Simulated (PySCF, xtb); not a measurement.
Cl2GeH4OSi, SMILES [O]([SiH](Cl)Cl)[GeH3].

GFN2-xTB in xtb at its own geometry gives an orbital gap of 6.48 eV and a dipole moment of 2.02 D.

The structure is a stationary point at r2SCAN-D4/def2-SVP. The structure was generated by enumeration, and PubChem lists no compound with its InChIKey, so it may never have been made. Other conformers were not sampled.

Problem. What does PBE/def2-TZVP (PySCF) give? (Estimate from the structure and the level; the computed values follow.)

Solution. gap 6.32 eV (levels -7.50 and -1.17 eV), dipole 1.83 D.
